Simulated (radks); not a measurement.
Results of a calculation; reference values are marked as such.
Co14+, 13 electrons, occupied as [Ne] 3s2 3p1. Code: a radial shooting solver on a logarithmic mesh with Libxc functionals. Model: scalar-relativistic Kohn-Sham, PBEsol, spin-polarised, spherical densities, point nucleus; open shells are filled with parallel spins first.

Normalised radial functions P(r) = r R(r), r in bohr:

| r | 2p down | 3p up |
|---|---|---|
| 0.00186 | 0.0024 | 0.0012 |
| 0.002327 | 0.0037 | 0.0018 |
| 0.002911 | 0.0056 | 0.0027 |
| 0.003642 | 0.0085 | 0.0041 |
| 0.004557 | 0.0129 | 0.0062 |
| 0.005701 | 0.0195 | 0.0094 |
| 0.007132 | 0.0296 | 0.0142 |
| 0.008923 | 0.0448 | 0.0215 |
| 0.01107 | 0.0664 | 0.0318 |
| 0.01385 | 0.0993 | 0.0476 |
| 0.01733 | 0.1472 | 0.0705 |
| 0.02169 | 0.2161 | 0.1034 |
| 0.02713 | 0.3131 | 0.1494 |
| 0.03394 | 0.4460 | 0.2123 |
| 0.04246 | 0.6223 | 0.2948 |
| 0.05312 | 0.8462 | 0.3978 |
| 0.06646 | 1.1146 | 0.5173 |
| 0.08315 | 1.4118 | 0.6414 |
| 0.104 | 1.7051 | 0.7462 |
| 0.1301 | 1.9431 | 0.7945 |
| 0.1628 | 2.0626 | 0.7387 |
| 0.2037 | 2.0083 | 0.5338 |
| 0.2548 | 1.7602 | 0.1608 |
| 0.3188 | 1.3567 | -0.3446 |
| 0.3957 | 0.9095 | -0.8571 |
| 0.495 | 0.4973 | -1.2588 |
| 0.6193 | 0.2148 | -1.3790 |
| 0.7748 | 0.0690 | -1.1724 |
| 0.9694 | 0.0153 | -0.7632 |
| 1.213 | 0.0021 | -0.3673 |
| 1.517 | 0.0002 | -0.1232 |
| 1.898 | 0.0000 | -0.0265 |

2p down: eigenvalue -1210.0 eV, 0 radial nodes, <r> = 0.222 bohr, 90 % of the charge inside 0.362 bohr. 3p up: eigenvalue -425.62 eV, 1 radial node at r = 0.275 bohr, <r> = 0.650 bohr, 90 % of the charge inside 0.962 bohr.
